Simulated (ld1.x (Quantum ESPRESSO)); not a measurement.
**PBE PAW dataset for promethium, fully relativistic all-electron reference.**

ld1.x (Quantum ESPRESSO) 7.5 was run on this input:

```
&input
   title='Pm', zed=61., rel=2, dft='PBE', iswitch=3,
   config='[Xe] 4f5 5d1 6s1 6p0', rel_dist='average',
   nld=7, rlderiv=3.95, eminld=-5.0, emaxld=5.0, deld=0.02
 /
 &inputp
   pseudotype=3, lpaw=.true., tm=.true., lloc=-1, rcloc=1.55,
   nlcc=.true., new_core_ps=.true.,
   which_augfun='BESSEL', rmatch_augfun=0.85,
   file_pseudopw='Pm.UPF', file_wfcaegen='ae.wfc', file_wfcncgen='nc.wfc', file_beta='beta', file_chi='chi', file_wfcusgen='us.wfc'
 /
8
5S  1  0   2.00   0.00  2.10  2.45  0.0
6S  2  0   1.00   0.00  2.10  2.45  0.0
5P  2  1   6.00   0.00  2.50  3.45  0.0
6P  3  1   0.00   0.00  2.50  3.45  0.0
5D  3  2   1.00   0.00  2.90  3.65  0.0
5D  3  2   0.00   3.10  2.90  3.65  0.0
4F  4  3   5.00   0.00  1.15  1.55  0.0
4F  4  3   0.00   1.65  1.15  1.55  0.0
 &test
   configts(1)='4f5 5s2 5p6 5d1 6s1 6p0'
 /
```

Command:

```bash
ld1.x < Pm.in > Pm.out
```

Resulting log (shortened: banner, matrices, multipoles, cross overlaps and the repeated all-electron block are left out):

```
Program LD1 v.7.5
 classical turning point too close to mesh           4           3          -4
 classical turning point too close to mesh           4           3           3
 classical turning point too close to mesh           5           2           2
 classical turning point too close to mesh           5           2          -3
 state nlj           4           3   2.5000000000000000       not converged
 state nlj           4           3   3.5000000000000000       not converged
 state nlj           5           2   1.5000000000000000       not converged
 state nlj           5           2   2.5000000000000000       not converged
 state nlj           6           0  0.50000000000000000       not converged
 state nlj           6           1  0.50000000000000000       not converged
 state nlj           6           1   1.5000000000000000       not converged
     --------------------------- All-electron run ----------------------------

     Pm
     dirac relativistic calculation

     atomic number is 61.00
     dft =PBE   lsd =0 sic =0 latt =0  beta=0.20 tr2=1.0E-14
     Exchange-correlation= PBE
                           (   1   4   3   4   0   0   0)
     mesh =1259 r(mesh) = 100.89962 a.u. xmin = -7.00 dx = 0.01250
     1 Ry =  13.60569312 eV, c = 137.03599908

     n l j   nl                  e(Ry)          e(Ha)          e(eV)
     Spin orbit split results
     1 0 0.5 1S 1( 2.00)     -3305.9879     -1652.9939    -44980.2566
     2 0 0.5 2S 1( 2.00)      -537.1958      -268.5979     -7308.9209
     2 1 0.5 2P 1( 2.00)      -508.6718      -254.3359     -6920.8319
     2 1 1.5 2P 1( 4.00)      -467.4940      -233.7470     -6360.5804
     3 0 0.5 3S 1( 2.00)      -117.0896       -58.5448     -1593.0852
     3 1 0.5 3P 1( 2.00)      -104.8695       -52.4347     -1426.8222
     3 1 1.5 3P 1( 4.00)       -96.5893       -48.2946     -1314.1641
     4 0 0.5 4S 1( 2.00)       -23.2228       -11.6114      -315.9624
     4 1 0.5 4P 1( 2.00)       -18.5744        -9.2872      -252.7173
     4 1 1.5 4P 1( 4.00)       -16.7669        -8.3835      -228.1259
     3 2 1.5 3D 1( 4.00)       -75.3687       -37.6844     -1025.4440
     3 2 2.5 3D 1( 6.00)       -73.5745       -36.7873     -1001.0323
     5 0 0.5 5S 1( 2.00)        -2.9892        -1.4946       -40.6699
     5 1 0.5 5P 1( 2.00)        -1.7544        -0.8772       -23.8694
     5 1 1.5 5P 1( 4.00)        -1.5166        -0.7583       -20.6345
     4 2 1.5 4D 1( 4.00)        -9.1260        -4.5630      -124.1652
     4 2 2.5 4D 1( 6.00)        -8.8046        -4.4023      -119.7929
     4 3 2.5 4F 1( 2.14)        -0.1011        -0.0506        -1.3759
     4 3 3.5 4F 1( 2.86)        -0.0668        -0.0334        -0.9092
     5 2 1.5 5D 1( 0.40)        -0.0954        -0.0477        -1.2980
     5 2 2.5 5D 1( 0.60)        -0.0847        -0.0423        -1.1523
     6 0 0.5 6S 1( 1.00)        -0.2321        -0.1160        -3.1573
     6 1 0.5 6P 1( 0.00)        -0.0845        -0.0422        -1.1496
     6 1 1.5 6P 1( 0.00)        -0.0739        -0.0370        -1.0058
     Averaged results
     1 0     1S 1( 2.00)     -3305.9879     -1652.9939    -44980.2566
     2 0     2S 1( 2.00)      -537.1958      -268.5979     -7308.9209
     2 1     2P 1( 6.00)      -481.2199      -240.6100     -6547.3309
     3 0     3S 1( 2.00)      -117.0896       -58.5448     -1593.0852
     3 1     3P 1( 6.00)       -99.3494       -49.6747     -1351.7168
     4 0     4S 1( 2.00)       -23.2228       -11.6114      -315.9624
     4 1     4P 1( 6.00)       -17.3694        -8.6847      -236.3231
     3 2     3D 1(10.00)       -74.2922       -37.1461     -1010.7969
     5 0     5S 1( 2.00)        -2.9892        -1.4946       -40.6699
     5 1     5P 1( 6.00)        -1.5959        -0.7979       -21.7128
     4 2     4D 1(10.00)        -8.9332        -4.4666      -121.5418
     4 3     4F 1( 5.00)        -0.0815        -0.0408        -1.1092
     5 2     5D 1( 1.00)        -0.0890        -0.0445        -1.2106
     6 0     6S 1( 1.00)        -0.2321        -0.1160        -3.1573
     6 1     6P 1( 0.00)        -0.0774        -0.0387        -1.0537

     final scf error:  1.1E-15 reached in  40 iterations

     Etot =  -20054.124549 Ry,  -10027.062275 Ha, -272850.264465 eV

     Ekin =   21687.423215 Ry,   10843.711607 Ha,  295072.424888 eV
     Encl =  -49073.914652 Ry,  -24536.957326 Ha, -667684.623095 eV
     Eh   =    7791.804393 Ry,    3895.902197 Ha,  106012.899451 eV
     Exc  =    -459.437506 Ry,    -229.718753 Ha,   -6250.965710 eV

     normalization and overlap integrals

     s(1S/1S) =  1.000000  <r> =   0.0232  <r2> =    0.0007  r(max) =   0.0148
     s(2S/2S) =  1.000000  <r> =   0.0984  <r2> =    0.0115  r(max) =   0.0843
     s(2P/2P) =  1.000000  <r> =   0.0824  <r2> =    0.0084  r(max) =   0.0640
     s(2P/2P) =  1.000000  <r> =   0.0890  <r2> =    0.0096  r(max) =   0.0690
     s(3S/3S) =  1.000000  <r> =   0.2601  <r2> =    0.0774  r(max) =   0.2379
     s(3P/3P) =  1.000000  <r> =   0.2498  <r2> =    0.0725  r(max) =   0.2263
     s(3P/3P) =  1.000000  <r> =   0.2624  <r2> =    0.0798  r(max) =   0.2379
     s(4S/4S) =  1.000000  <r> =   0.5928  <r2> =    0.3967  r(max) =   0.5497
     s(4P/4P) =  1.000000  <r> =   0.6080  <r2> =    0.4207  r(max) =   0.5566
     s(4P/4P) =  1.000000  <r> =   0.6365  <r2> =    0.4609  r(max) =   0.5852
     s(3D/3D) =  1.000000  <r> =   0.2339  <r2> =    0.0645  r(max) =   0.1900
     s(3D/3D) =  1.000000  <r> =   0.2378  <r2> =    0.0665  r(max) =   0.1924
     s(5S/5S) =  1.000000  <r> =   1.4438  <r2> =    2.3475  r(max) =   1.2861
     s(5P/5P) =  1.000000  <r> =   1.6364  <r2> =    3.0485  r(max) =   1.4214
     s(5P/5P) =  1.000000  <r> =   1.7337  <r2> =    3.4261  r(max) =   1.4943
     s(4D/4D) =  1.000000  <r> =   0.6822  <r2> =    0.5403  r(max) =   0.6000
     s(4D/4D) =  1.000000  <r> =   0.6924  <r2> =    0.5565  r(max) =   0.6075
     s(4F/4F) =  1.000000  <r> =   1.0726  <r2> =    1.6790  r(max) =   0.6307
     s(4F/4F) =  1.000000  <r> =   1.1030  <r2> =    1.8235  r(max) =   0.6387
     s(5D/5D) =  1.000000  <r> =   3.5973  <r2> =   16.6975  r(max) =   2.2292
     s(5D/5D) =  1.000000  <r> =   3.7692  <r2> =   18.3995  r(max) =   2.3143
     s(6S/6S) =  1.000000  <r> =   4.5400  <r2> =   23.5377  r(max) =   3.8157
     s(6P/6P) =  1.000000  <r> =   6.3135  <r2> =   46.1718  r(max) =   5.0867
     s(6P/6P) =  1.000000  <r> =   6.6922  <r2> =   51.8318  r(max) =   5.4147

     ------------------------ End of All-electron run ------------------------

     --------------------- Generating PAW atomic setup --------------------

      Generating local potential from pseudized AE potential:
      Matching radius rcloc =   1.5500

      Local pseudo, rcloc= 1.551 Estimated cut-off energy=    10.36 Ry

      Computing core charge for nlcc:

       r > 0.95 : true rho core
      Core charge pseudized with two Bessel functions
      Integrated core pseudo-charge :  24.12

     Fully relativistic calculation: |psi|^2

     Wfc 5S LC norm =  0.99977088 SC norm =  0.00022911 missing  0.00000000
     Speed at rcutus      0.417 a.u.,  v/c =  0.003045,  (v/c)^2 = -0.00000927

     Wfc 6S LC norm =  0.99997825 SC norm =  0.00002055 missing  0.00000120
     Speed at rcutus      0.347 a.u.,  v/c =  0.002533,  (v/c)^2 =  0.00000642

     Wfc 5P LC norm =  0.99982184 SC norm =  0.00017815 missing  0.00000001
     Speed at rcutus      0.156 a.u.,  v/c =  0.001141,  (v/c)^2 = -0.00000130

     Wfc 5P LC norm =  0.99984054 SC norm =  0.00015942 missing  0.00000004
     Speed at rcutus      0.172 a.u.,  v/c =  0.001257,  (v/c)^2 = -0.00000158

     Wfc 6P LC norm =  0.99998962 SC norm =  0.00001020 missing  0.00000018
     Speed at rcutus      0.237 a.u.,  v/c =  0.001727,  (v/c)^2 =  0.00000298

     Wfc 6P LC norm =  0.99999072 SC norm =  0.00000764 missing  0.00000163
     Speed at rcutus      0.209 a.u.,  v/c =  0.001528,  (v/c)^2 =  0.00000233

     Wfc 5D LC norm =  0.99995725 SC norm =  0.00004271 missing  0.00000004
     Speed at rcutus      0.296 a.u.,  v/c =  0.002162,  (v/c)^2 =  0.00000467

     Wfc 5D LC norm =  0.99996080 SC norm =  0.00003712 missing  0.00000208
     Speed at rcutus      0.301 a.u.,  v/c =  0.002194,  (v/c)^2 =  0.00000481

     Wfc 4F LC norm =  0.99959829 SC norm =  0.00040171 missing  0.00000000
     Speed at rcutus      1.061 a.u.,  v/c =  0.007743,  (v/c)^2 =  0.00005995

     Wfc 4F LC norm =  0.99960805 SC norm =  0.00039183 missing  0.00000012
     Speed at rcutus      1.075 a.u.,  v/c =  0.007848,  (v/c)^2 =  0.00006159
      Wfc-us  5S rcutus= 2.433  Estimated cut-off energy=     9.43 Ry
      Wfc-us  6S rcutus= 2.433  Estimated cut-off energy=    19.08 Ry
      Wfc-us  5P rcutus= 3.453  Estimated cut-off energy=     7.51 Ry
      Wfc-us  5P rcutus= 3.453  Estimated cut-off energy=     7.42 Ry
      Wfc-us  6P rcutus= 3.453  Estimated cut-off energy=    14.05 Ry
      Wfc-us  6P rcutus= 3.453  Estimated cut-off energy=    13.92 Ry
      Wfc-us  5D rcutus= 3.630  Estimated cut-off energy=     8.66 Ry
      Wfc-us  5D rcutus= 3.630  Estimated cut-off energy=     8.63 Ry
      Wfc-us  5D rcutus= 3.630  Estimated cut-off energy=    11.24 Ry
      Wfc-us  5D rcutus= 3.630  Estimated cut-off energy=    11.12 Ry
      Wfc-us  4F rcutus= 1.551  Estimated cut-off energy=    65.80 Ry
      Wfc-us  4F rcutus= 1.551  Estimated cut-off energy=    65.74 Ry
      Wfc-us  4F rcutus= 1.551  Estimated cut-off energy=   109.98 Ry
      Wfc-us  4F rcutus= 1.551  Estimated cut-off energy=   109.41 Ry

     Required augmentation: BESSEL   radius:    0.850000
     Suggested rho cutoff for augmentation: 213.28 Ry

     Estimated PAW energy = -570.856220 Ryd

     ------------------- End of pseudopotential generation -------------------

 classical turning point too close to mesh           4           3          -4
 classical turning point too close to mesh           4           3           3
 classical turning point too close to mesh           5           2           2
 classical turning point too close to mesh           5           2          -3
 state nlj           4           3   2.5000000000000000       not converged
 state nlj           4           3   3.5000000000000000       not converged
 state nlj           5           2   1.5000000000000000       not converged
 state nlj           5           2   2.5000000000000000       not converged
 state nlj           6           0  0.50000000000000000       not converged
 state nlj           6           1  0.50000000000000000       not converged
 state nlj           6           1   1.5000000000000000       not converged
     Computing logarithmic derivative in   3.93691
     Computing logarithmic derivative in   3.93691
     Computing the partial wave expansion
     R is outside the sphere for l=    0 j= 0.50
     R is outside the sphere for l=    0 j= 0.50
     R is outside the sphere for l=    1 j= 0.50
     R is outside the sphere for l=    1 j= 0.50
     R is outside the sphere for l=    1 j= 1.50
     R is outside the sphere for l=    1 j= 1.50
     R is outside the sphere for l=    2 j= 1.50
     R is outside the sphere for l=    2 j= 1.50
     R is outside the sphere for l=    2 j= 2.50
     R is outside the sphere for l=    2 j= 2.50
     R is outside the sphere for l=    3 j= 2.50
     R is outside the sphere for l=    3 j= 2.50
     R is outside the sphere for l=    3 j= 3.50
     R is outside the sphere for l=    3 j= 3.50

     ---------------------- Testing the pseudopotential ----------------------

     Pm
     dirac relativistic calculation

     atomic number is 61.00   valence charge is 15.00
     dft = SLA  PW   PBX  PBC   lsd =0 sic =0 latt =0  beta=0.20 tr2=1.0E-14
     mesh =1259 r(mesh) = 100.89962 xmin = -7.00 dx = 0.01250

     n l  j  nl             e AE (Ry)       e PS (Ry)    De AE-PS (Ry)
     4 3 2.5 4F   1( 2.14)       -0.10113       -0.10112       -0.00001
     4 3 3.5 4F   1( 2.86)       -0.06683       -0.06683        0.00000
     1 0 0.5 5S   1( 2.00)       -2.98918       -2.98918       -0.00000
     2 1 0.5 5P   1( 2.00)       -1.75437       -1.75437        0.00000
     2 1 1.5 5P   1( 4.00)       -1.51661       -1.51661        0.00000
     3 2 1.5 5D   1( 0.40)       -0.09540       -0.09540        0.00000
     3 2 2.5 5D   1( 0.60)       -0.08469       -0.08469        0.00000
     2 0 0.5 6S   1( 1.00)       -0.23205       -0.23205       -0.00000
     3 1 0.5 6P   1( 0.00)       -0.08449       -0.08449       -0.00000
     3 1 1.5 6P   1( 0.00)       -0.07392       -0.07392       -0.00000

     eps = 5.1E-15  iter = 14

     Etot =  -20054.124549 Ry,  -10027.062275 Ha, -272850.264465 eV
     Etotps =  -570.856189 Ry,    -285.428094 Ha,   -7766.894121 eV

     Ekin =     267.790487 Ry,     133.895243 Ha,    3643.475184 eV
     Encl =    -503.810052 Ry,    -251.905026 Ha,   -6854.684959 eV
     Ehrt =     124.600875 Ry,      62.300437 Ha,    1695.281266 eV
     Ecxc =    -459.437498 Ry,    -229.718749 Ha,   -6250.965613 eV
     (Ecc =     -78.593145 Ry,     -39.296572 Ha,   -1069.314210 eV)

     ---------------------- End of pseudopotential test ----------------------
```

Generation and configuration tests took about 9.6 s on one core of a shared server CPU.

Transferability test of the new file with ld1.x, input:

```
&input
   title='Pm', zed=61., rel=2, dft='PBE', iswitch=2,
   config='[Xe] 4f5 5d1 6s1 6p0', rel_dist='average'
 /
 &test
   file_pseudo='Pm.UPF', nconf=8,
   configts(1)='4f5 5s2 5p6 5d1 6s1 6p0',
   configts(2)='4f5 5s2 5p6 5d0 6s2 6p0',
   configts(3)='4f5 5s2 5p6 5d0 6s1 6p0',
   configts(4)='4f5 5s2 5p6 5d0 6s0 6p0',
   configts(5)='4f5 5s2 5p6 5d1 6s0 6p0',
   configts(6)='4f3 5s2 5p6 5d0 6s0 6p0',
   configts(7)='4f5 5s2 5p6 5d0 6s1 6p1',
   configts(8)='4f4 5s2 5p6 5d0 6s2 6p0'
 /
```

```bash
ld1.x < Pm.test.in > Pm.test.out
```

Pseudopotential blocks of its output, shortened (energy terms left out; the distinct warnings before each block abridged to one line each):

```
     ---------------------- Testing the pseudopotential ----------------------

     n l  j  nl             e AE (Ry)       e PS (Ry)    De AE-PS (Ry)
     4 3 2.5 4F   1( 2.14)       -0.10113       -0.10112       -0.00001
     4 3 3.5 4F   1( 2.86)       -0.06683       -0.06683        0.00000
     1 0 0.5 5S   1( 2.00)       -2.98918       -2.98918       -0.00000
     2 1 0.5 5P   1( 2.00)       -1.75437       -1.75437        0.00000
     2 1 1.5 5P   1( 4.00)       -1.51661       -1.51661        0.00000
     3 2 1.5 5D   1( 0.40)       -0.09540       -0.09540        0.00000
     3 2 2.5 5D   1( 0.60)       -0.08469       -0.08469        0.00000
     2 0 0.5 6S   1( 1.00)       -0.23205       -0.23205       -0.00000
     3 1 0.5 6P   1( 0.00)       -0.08449       -0.08449       -0.00000
     3 1 1.5 6P   1( 0.00)       -0.07392       -0.07392       -0.00000

     eps = 1.0E-14  iter = 13

     Etot =  -20054.124549 Ry,  -10027.062275 Ha, -272850.264466 eV
     Etotps =  -570.856189 Ry,    -285.428094 Ha,   -7766.894123 eV

     ---------------------- End of pseudopotential test ----------------------

          Warning: n=1, l=0 expected 0 nodes, found 1
     Warning: n=2, l=1 expected 0 nodes, found 1
     ---------------------- Testing the pseudopotential ----------------------

     n l  j  nl             e AE (Ry)       e PS (Ry)    De AE-PS (Ry)
     4 3 2.5 4F   1( 2.14)       -0.17759       -0.22281        0.04522  !
     4 3 3.5 4F   1( 2.86)       -0.14312       -0.18754        0.04442  !
     1 0 0.5 5S   1( 2.00)       -3.07301       -3.06061       -0.01240  !
     2 1 0.5 5P   1( 2.00)       -1.83413       -1.85910        0.02497  !
     2 1 1.5 5P   1( 4.00)       -1.59408       -1.61382        0.01975  !
     3 2 1.5 5D   1( 0.00)       -0.14027       -0.14698        0.00670  !
     3 2 2.5 5D   1( 0.00)       -0.12757       -0.13397        0.00640  !
     2 0 0.5 6S   1( 2.00)       -0.26035       -0.25564       -0.00472
     3 1 0.5 6P   1( 0.00)       -0.09889       -0.09061       -0.00828  !
     3 1 1.5 6P   1( 0.00)       -0.08594       -0.08042       -0.00552  !

     eps = 3.3E-15  iter =104

     Etot =  -20054.260813 Ry,  -10027.130407 Ha, -272852.118430 eV
     Etotps =  -570.985529 Ry,    -285.492764 Ha,   -7768.653879 eV
     dEtot_ae =      -0.136264 Ry
     dEtot_ps =      -0.129340 Ry,   Delta E=      -0.006924 Ry

     ---------------------- End of pseudopotential test ----------------------

          Warning: n=2, l=0 expected 1 nodes, found 2
     ---------------------- Testing the pseudopotential ----------------------

     n l  j  nl             e AE (Ry)       e PS (Ry)    De AE-PS (Ry)
     4 3 2.5 4F   1( 2.14)       -0.61818       -0.64723        0.02905  !
     4 3 3.5 4F   1( 2.86)       -0.58354       -0.61225        0.02870  !
     1 0 0.5 5S   1( 2.00)       -3.51850       -3.52584        0.00734  !
     2 1 0.5 5P   1( 2.00)       -2.27899       -2.29590        0.01691  !
     2 1 1.5 5P   1( 4.00)       -2.03828       -2.05269        0.01441  !
     3 2 1.5 5D   1( 0.00)       -0.54347       -0.54822        0.00476
     3 2 2.5 5D   1( 0.00)       -0.52729       -0.53175        0.00447
     2 0 0.5 6S   1( 1.00)       -0.61062       -0.60751       -0.00311
     3 1 0.5 6P   1( 0.00)       -0.40328       -0.40462        0.00134
     3 1 1.5 6P   1( 0.00)       -0.38105       -0.38382        0.00278

     eps = 2.8E-15  iter =108

     Etot =  -20053.829053 Ry,  -10026.914527 Ha, -272846.244037 eV
     Etotps =  -570.559420 Ry,    -285.279710 Ha,   -7762.856373 eV
     dEtot_ae =       0.295496 Ry
     dEtot_ps =       0.296769 Ry,   Delta E=      -0.001273 Ry

     ---------------------- End of pseudopotential test ----------------------
```

The test run then stopped with an error in new_paw_hamiltonian: “negative rho”.
